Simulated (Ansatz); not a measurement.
Basis sets compared for GeO3H2 (the lowest singlet isomer of a short search). The state is a singlet with charge 0. Geometry PBE-D4/def2-SVP. Ansatz on 4 threads of Arm Neoverse V2 on a shared host; times are rough, and most runs start from earlier orbitals.

```csv
atom,x (Å),y (Å),z (Å)
Ge1,-0.177,0.369,-0.202
O2,1.375,0.257,0.641
O3,-0.818,-1.092,-1.039
O4,-1.537,-0.683,0.337
H5,1.511,-0.649,0.982
H6,-0.354,1.798,-0.719
```

The restricted singlet is unstable towards broken spin symmetry in Hartree–Fock (as tested in another run); at PBE-D4/def2-SVP, PBE-D4/def2-TZVP, PBE-D4/def2-TZVPD, r2SCAN-D4/def2-TZVP and others this wasn't settled. The structure comes from a short search, and lower isomers may exist.

Binding counts from free atoms (Ge triplet, O triplet, H doublet) in the same basis, without a counterpoise term.

```json
{"level": "PBE-D4/def2-SVP", "functions": "84", "energy (Eh)": "-2302.8157", "HOMO (eV)": "-5.50", "LUMO (eV)": "-2.62", "binding per atom (eV)": "3.33", "wall time": "0.5 s"}
{"level": "PBE-D4/def2-TZVP", "functions": "153", "energy (Eh)": "-2303.3694", "HOMO (eV)": "-5.83", "LUMO (eV)": "-2.89", "binding per atom (eV)": "3.35", "wall time": "0.9 s"}
{"level": "r2SCAN-D4/def2-TZVP", "functions": "153", "energy (Eh)": "-2303.7874", "HOMO (eV)": "-6.22", "LUMO (eV)": "-2.60", "binding per atom (eV)": "3.21", "wall time": "1.8 s"}
{"level": "PBE0-D4/def2-SVP", "functions": "84", "energy (Eh)": "-2302.8447", "HOMO (eV)": "-7.47", "LUMO (eV)": "-1.33", "binding per atom (eV)": "3.06", "wall time": "0.7 s"}
{"level": "PBE0-D4/def2-TZVP", "functions": "153", "energy (Eh)": "-2303.3977", "HOMO (eV)": "-7.67", "LUMO (eV)": "-1.51", "binding per atom (eV)": "3.11", "wall time": "1.2 s"}
```

Problem. Estimate the rows for PBE-D4/def2-TZVPD, r2SCAN-D4/def2-TZVPD, PBE0-D4/def2-TZVPD.

Solution. 
| level | functions | energy (Eh) | HOMO (eV) | LUMO (eV) | binding per atom (eV) | wall time |
| --- | --- | --- | --- | --- | --- | --- |
| PBE-D4/def2-TZVPD | 192 | -2303.3732 | -5.94 | -3.03 | 3.36 | 1.4 s |
| r2SCAN-D4/def2-TZVPD | 192 | -2303.7904 | -6.28 | -2.70 | 3.22 | 2.6 s |
| PBE0-D4/def2-TZVPD | 192 | -2303.4008 | -7.73 | -1.67 | 3.11 | 1.9 s |
